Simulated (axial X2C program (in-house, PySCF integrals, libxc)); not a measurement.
Nuclear properties of WS⁻

Calculated with an in-house all-electron X2C program for linear molecules (integrals from PySCF): two-component X2C with atomic mean-field Coulomb and Gaunt terms, Gaussian nuclei, basis W dyall-acv3z, S dyall-av3z with contracted cores.

R = 2.152 Å (near the PBE0 minimum at charge -1 of the determinant lowest at the starting distance; the state shown can have its own minimum elsewhere).

Determinant lowest in the PBE0 search, Ω = 1/2 (⟨Sz⟩ = 1.44, ⟨Lz⟩ = -0.94 at PBE0), spin on the atoms W 1.52, S -0.08:

```json
{"level": "PBE0", "Eeff magnitude (GV/cm)": "17.6", "Ws magnitude W (kHz)": "33.6", "A∥/gI W (MHz)": "-801", "qzz W (a.u.)": "-0.92", "A∥/gI S (MHz)": "-229", "qzz S (a.u.)": "-0.26"}
{"level": "HF", "Eeff magnitude (GV/cm)": "25.7", "Ws magnitude W (kHz)": "50.8", "A∥/gI W (MHz)": "1440", "qzz W (a.u.)": "-2.50", "A∥/gI S (MHz)": "-313", "qzz S (a.u.)": "-0.54"}
{"level": "TPSSh", "Eeff magnitude (GV/cm)": "14.4", "Ws magnitude W (kHz)": "26.9", "A∥/gI W (MHz)": "-922", "qzz W (a.u.)": "-0.75", "A∥/gI S (MHz)": "-227", "qzz S (a.u.)": "-0.24"}
{"level": "PBE50", "Eeff magnitude (GV/cm)": "25.7", "Ws magnitude W (kHz)": "50.1", "A∥/gI W (MHz)": "-487", "qzz W (a.u.)": "-1.67", "A∥/gI S (MHz)": "-245", "qzz S (a.u.)": "-0.33"}
{"level": "LDA", "Eeff magnitude (GV/cm)": "7.06", "Ws magnitude W (kHz)": "12.9", "A∥/gI W (MHz)": "-1390", "qzz W (a.u.)": "-0.03", "A∥/gI S (MHz)": "-225", "qzz S (a.u.)": "-0.20"}
```

Eeff is the effective electric field on the electron electric dipole moment in this Ω state and Ws the scalar–pseudoscalar constant of the nucleus named (defined with the proton number Z and per Ω); A∥ (defined per Ω) follows by multiplying with gI = μI/(I μN); qzz is the electric field gradient, eQq0 = 234.96 MHz × Q/barn × qzz. The operators were transformed with the bare-nucleus X2C matrices; with these basis sets, hyperfine constants and field gradients can be off by tens of per cent, and where levels differ in sign neither size nor sign is settled.

Task: With gI(33S) = 0.4292 (g factors from the IAEA table of nuclear moments by Stone), turn the PBE0 values of the first state into constants in MHz.

Result: A∥(33S) = -229 × 0.4292 = -98.3 MHz.

Each state is one determinant with collinear spin, which with several unpaired electrons need not be a pure state. Unrestricted Hartree–Fock can overshoot spin polarisation at the nuclei. For an anion, determinants above electron detachment, or with a positive highest level, are held by the basis set. With several open shells hyperfine constants can be off by a factor of several. Where Eeff spreads by more than a factor of two the levels disagree and none is to be relied on. At HF, PBE50 a later determinant lies lower. States lie within half an eV, so the first need not be the ground state. Further determinants of the search, some of them spin-mixed, are not shown. Where a field gradient or hyperfine factor spreads by more than a factor of two over the levels, a constant derived from it is not to be relied on.
